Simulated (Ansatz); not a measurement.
`BN(B)C` + `N=C(O)[SiH3]` → `B/N=C(/O)[SiH3]` + `BNC` at 500 K and 1 bar (ligand exchange at a B–N bond).

Gas-phase electronic energies from Ansatz, PBE0-D4/def2-TZVP geometries. CCSD(T)/CBS adds triple-zeta CCSD(T) − MP2 to the extrapolated MP2 energy (def2 sets, frozen cores). This one scheme is used for every species. Each species was taken in one conformer, which may not be the lowest.

| species | CCSD(T)/CBS energy (Eh) | H − E (kJ/mol) | S (J/(mol·K)) |
| --- | --- | --- | --- |
| `BN(B)C` | -146.59307 | 270.0 | 361.5 |
| `N=C(O)[SiH3]` | -459.99321 | 198.9 | 361.8 |
| `B/N=C(/O)[SiH3]` | -485.40570 | 237.5 | 415.1 |
| `BNC` | -121.18426 | 231.8 | 309.7 |

H − E and S are ideal-gas, rigid-rotor, harmonic terms from PBE0-D4/def2-TZVP, for one conformer and one mirror image of each species. 1 Eh = 2625.50 kJ/mol, R = 8.31446 J/(mol·K).

By hand: ΔE, ΔH, ΔS and ΔG.

ΔE = (-485.40570) + (-121.18426) − (-146.59307) − (-459.99321) = -0.00368 Eh = -9.7 kJ/mol. Δ(H − E) = 237.5 + 231.8 − 270.0 − 198.9 = 0.4, so ΔH = -9.3 kJ/mol. ΔS = 415.1 + 309.7 − 361.5 − 361.8 = 1.5 J/(mol·K). ΔG = -9.3 − 500 × (1.5)/1000 = -10.1 kJ/mol.

By hand: the equilibrium constant, and the temperature at which ΔG would vanish if ΔH and ΔS stayed fixed.

log₁₀ K = −ΔG/(RT ln 10) = 1.1. ΔH and −TΔS have one sign here, so there is no such temperature. One of them is within its doubt of zero, so this could turn.

The number of gas molecules stays the same, so ΔS is small and ΔH decides. A doubt of 5 kJ/mol in ΔE shifts log₁₀ K by 0.5 here. Other conformers and mirror images would add mixing entropy, several J/(mol·K) or more a flexible species. Modes under 60 cm⁻¹, often nearly free rotors, make the harmonic entropy too high. These are equilibria of isolated gas molecules and say nothing of rates. Largest T1 diagnostic: 0.015 (customary marks: 0.02 for closed shells, 0.045 for open ones).
